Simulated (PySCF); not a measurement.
Compound: C6H13NP (charge +1).
SMILES with atom numbers: `[CH3:1][CH2:2][CH2:3][CH2:4][PH2+:5][CH2:6][C:7]#[N:8]` (hydrogens: H9, H10, H11 on C1; H12, H13 on C2; H14, H15 on C3; H16, H17 on C4; H18, H19 on P5; H20, H21 on C6)

The same species was optimised twice, with GFN2-xTB and with PBE0-D3(BJ)/def2-SVP (PySCF), and the same property calculations (PySCF, gas phase) were run on both structures.

```json
{"coordinate": "C7≡N8 (Å)", "GFN2-xTB": "1.139", "PBE0-D3(BJ)/def2-SVP": "1.156", "change": "+0.017"}
{"coordinate": "C4–P5 (Å)", "GFN2-xTB": "1.812", "PBE0-D3(BJ)/def2-SVP": "1.807", "change": "-0.005"}
{"coordinate": "P5–C6 (Å)", "GFN2-xTB": "1.822", "PBE0-D3(BJ)/def2-SVP": "1.827", "change": "+0.005"}
{"coordinate": "C1–C2 (Å)", "GFN2-xTB": "1.523", "PBE0-D3(BJ)/def2-SVP": "1.520", "change": "-0.003"}
{"coordinate": "C2–C3 (Å)", "GFN2-xTB": "1.526", "PBE0-D3(BJ)/def2-SVP": "1.524", "change": "-0.002"}
{"coordinate": "C3–C4 (Å)", "GFN2-xTB": "1.533", "PBE0-D3(BJ)/def2-SVP": "1.531", "change": "-0.002"}
{"coordinate": "C6–C7 (Å)", "GFN2-xTB": "1.452", "PBE0-D3(BJ)/def2-SVP": "1.452", "change": "0.000"}
{"coordinate": "C2–C3–C4 (°)", "GFN2-xTB": "112.0", "PBE0-D3(BJ)/def2-SVP": "114.3", "change": "+2.3"}
{"coordinate": "C3–C4–P5 (°)", "GFN2-xTB": "111.6", "PBE0-D3(BJ)/def2-SVP": "113.4", "change": "+1.8"}
{"coordinate": "C6–C7–N8 (°)", "GFN2-xTB": "178.6", "PBE0-D3(BJ)/def2-SVP": "176.9", "change": "-1.7"}
{"coordinate": "P5–C6–C7 (°)", "GFN2-xTB": "108.4", "PBE0-D3(BJ)/def2-SVP": "110.0", "change": "+1.6"}
{"coordinate": "C1–C2–C3 (°)", "GFN2-xTB": "111.7", "PBE0-D3(BJ)/def2-SVP": "112.7", "change": "+1.0"}
{"coordinate": "C4–P5–C6 (°)", "GFN2-xTB": "111.4", "PBE0-D3(BJ)/def2-SVP": "112.2", "change": "+0.8"}
{"coordinate": "C1–C2–C3–C4 (°)", "GFN2-xTB": "176", "PBE0-D3(BJ)/def2-SVP": "175", "change": "-1"}
{"coordinate": "C2–C3–C4–P5 (°)", "GFN2-xTB": "52", "PBE0-D3(BJ)/def2-SVP": "56", "change": "+4"}
{"coordinate": "C3–C4–P5–C6 (°)", "GFN2-xTB": "163", "PBE0-D3(BJ)/def2-SVP": "166", "change": "+3"}
{"coordinate": "C4–P5–C6–C7 (°)", "GFN2-xTB": "179", "PBE0-D3(BJ)/def2-SVP": "179", "change": "0"}
```

Rotational constants: A = 4720, B = 614.9, C = 561.6 MHz (GFN2-xTB) against A = 4965, B = 587.7, C = 542.5 MHz (PBE0-D3(BJ)/def2-SVP). Point groups within 0.08 Å: C1 and C1.

On the GFN2-xTB structure: HOMO (eV) -13.45 [PBE0/pcSseg-1]; LUMO (eV) -5.02 [PBE0/pcSseg-1]; GIAO shielding of C1 (ppm) 170.8 [PBE0/pcSseg-1]; GIAO shielding of C2 (ppm) 155.9 [PBE0/pcSseg-1]; GIAO shielding of C3 (ppm) 157.0 [PBE0/pcSseg-1]; GIAO shielding of C4 (ppm) 163.3 [PBE0/pcSseg-1]; GIAO shielding of P5 (ppm) 361.5 [PBE0/pcSseg-1]; GIAO shielding of C6 (ppm) 178.9 [PBE0/pcSseg-1]; GIAO shielding of C7 (ppm) 77.5 [PBE0/pcSseg-1]; GIAO shielding of N8 (ppm) -64.0 [PBE0/pcSseg-1].

What do these properties become on the PBE0-D3(BJ)/def2-SVP structure?

```tsv
property	level	on GFN2-xTB	on PBE0-D3(BJ)/def2-SVP	change
HOMO (eV)	PBE0/pcSseg-1	-13.45	-13.23	+0.22
LUMO (eV)	PBE0/pcSseg-1	-5.02	-5.12	-0.10
energy, GFN2-xTB geometry as zero (kcal/mol)	PBE0/pcSseg-1	0.0	-1.8	-1.8
GIAO shielding of C1 (ppm)	PBE0/pcSseg-1	170.8	169.1	-1.7
GIAO shielding of C2 (ppm)	PBE0/pcSseg-1	155.9	156.9	+1.0
GIAO shielding of C3 (ppm)	PBE0/pcSseg-1	157.0	156.4	-0.6
GIAO shielding of C4 (ppm)	PBE0/pcSseg-1	163.3	163.7	+0.4
GIAO shielding of P5 (ppm)	PBE0/pcSseg-1	361.5	353.1	-8.4
GIAO shielding of C6 (ppm)	PBE0/pcSseg-1	178.9	177.0	-1.9
GIAO shielding of C7 (ppm)	PBE0/pcSseg-1	77.5	74.8	-2.7
GIAO shielding of N8 (ppm)	PBE0/pcSseg-1	-64.0	-74.4	-10.4
```

The heavy atoms differ by 0.081 Å rms after alignment. Among bonds between heavy atoms C7≡N8 changes most (+0.017 Å). Changes are differences of the printed values. Neither structure is proved a minimum here. One conformer (not necessarily the lowest) at the PBE0-D3(BJ)/def2-SVP geometry, without solvent, vibrations or thermal averaging.

Conformer computed: `[CH3:1][CH2:2][CH2:3][CH2:4][PH2+:5][CH2:6][C:7]#[N:8]`: C1–C2–C3–C4 175°, C2–C3–C4–P5 56°, C3–C4–P5–C6 166°, C4–P5–C6–C7 179°.
